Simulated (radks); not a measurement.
Task: F2+, 7 electrons, occupied as [He] 2s2 2p3. Calculated with a radial shooting solver on a logarithmic mesh with Libxc functionals: non-relativistic Kohn-Sham, r2SCAN, spin-polarised, spherical densities, point nucleus; open shells are filled with parallel spins first; meta-GGA in the generalised Kohn-Sham scheme. Some entries of the table are withheld. Estimate them.

orbital  occ.  eigenvalue (eV)  <r^2> (bohr^2)  <r> (bohr)
1s up       1        -716.3891         0.04217      0.1767
1s down     1        -712.6457         0.04154      0.1756
2s up       1              (1)             (2)      0.9055
2s down     1              (3)             (4)      0.9442
2p up       3         -52.8149          0.9590      0.8766
2p down     0         -42.8530           1.116      0.9420

Result: 
(1) 2s up eigenvalue (eV): -72.7947
(2) 2s up <r^2> (bohr^2): 0.9755
(3) 2s down eigenvalue (eV): -63.3558
(4) 2s down <r^2> (bohr^2): 1.065
